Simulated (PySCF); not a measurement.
Vertical excitations of a molecule C2H6ClFSi from TDDFT-PBE/def2-SVPD (PySCF), as energy in eV (oscillator strength): 7.04 (0.001), 7.20 (0.015), 7.53 (0.024), 7.75 (0.019), 7.90 (0.022), 7.95 (0.024), 8.09 (0.011), 8.15 (0.006), 8.26 (0.027), 8.36 (0.001). Lowest triplet (TDA): 6.82 eV. Geometry optimised at PBE0-D3(BJ)/def2-SVP. One conformer was computed; it need not be the lowest.

Q: Which structure fits?
(A) F[SiH2]CCCl
(B) C[Si@H](Cl)CF
(C) CC[Si@@H](F)Cl
(D) C[C@@H](F)[SiH2]Cl

A: C, CC[Si@@H](F)Cl
